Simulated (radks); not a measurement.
Q: Ionisation ladder of promethium, from Pm XXIII to Pm XLIV. Each ion is in the ground configuration listed by NIST, and IE = E(next ion) - E(this ion). All-electron calculation, scalar-relativistic Kohn-Sham, PBE, spin-unpolarised, spherical densities, point nucleus. Program: a radial shooting solver on a logarithmic mesh with Libxc functionals.

| species | configuration | IE, Delta-SCF (eV) | -e(HOMO) (eV) | HOMO |
|---|---|---|---|---|
| Pm XXIII | [Kr] 4d3 | 687.20 | 668.24 | 4d |
| Pm XXIV | [Kr] 4d2 | 725.98 | 706.74 | 4d |
| Pm XXV | [Kr] 4d1 | 765.35 | 745.82 | 4d |
| Pm XXVI | [Kr] | 928.55 | 908.64 | 4p |
| Pm XXVII | [Ar] 3d10 4s2 4p5 | 969.42 | 949.33 | 4p |
| Pm XXVIII | [Ar] 3d10 4s2 4p4 | 1010.6 | 990.38 | 4p |
| Pm XXIX | [Ar] 3d10 4s2 4p3 | 1052.1 | 1031.7 | 4p |
| Pm XXX | [Ar] 3d10 4s2 4p2 | 1093.8 | 1073.3 | 4p |
| Pm XXXI | [Ar] 3d10 4s2 4p1 | ? | 1115.1 | 4p |
| Pm XXXII | [Ar] 3d10 4s2 | 1270.4 | 1249.2 | 4s |
| Pm XXXIII | [Ar] 3d10 4s1 | 1314.1 | 1292.5 | 4s |
| Pm XXXIV | [Ar] 3d10 | ? | 2214.3 | 3d |
| Pm XXXV | [Ar] 3d9 | 2360.7 | 2312.1 | 3d |
| Pm XXXVI | [Ar] 3d8 | 2460.7 | 2411.4 | 3d |
| Pm XXXVII | [Ar] 3d7 | 2562.2 | 2512.2 | 3d |
| Pm XXXVIII | [Ar] 3d6 | 2665.2 | 2614.5 | 3d |
| Pm XXXIX | [Ar] 3d5 | ? | 2718.2 | 3d |
| Pm XL | [Ar] 3d4 | 2875.6 | 2823.4 | 3d |
| Pm XLI | [Ar] 3d3 | 2982.9 | 2930.0 | 3d |
| Pm XLII | [Ar] 3d2 | 3091.5 | 3038.0 | 3d |
| Pm XLIII | [Ar] 3d1 | 3201.5 | 3147.3 | 3d |
| Pm XLIV | [Ar] | ? | 3520.1 | 3p |

Estimate the withheld Delta-SCF values.

A: Pm XXXI: 1135.7 eV (NIST 1158); Pm XXXIV: 2262.1 eV (NIST 2251); Pm XXXIX: 2769.7 eV (NIST 2755); Pm XLIV: 3567.7 eV (NIST 3519).

Beside tabulated values, note that spin-unpolarised runs miss the spin-polarisation part of the exchange energy of open shells.
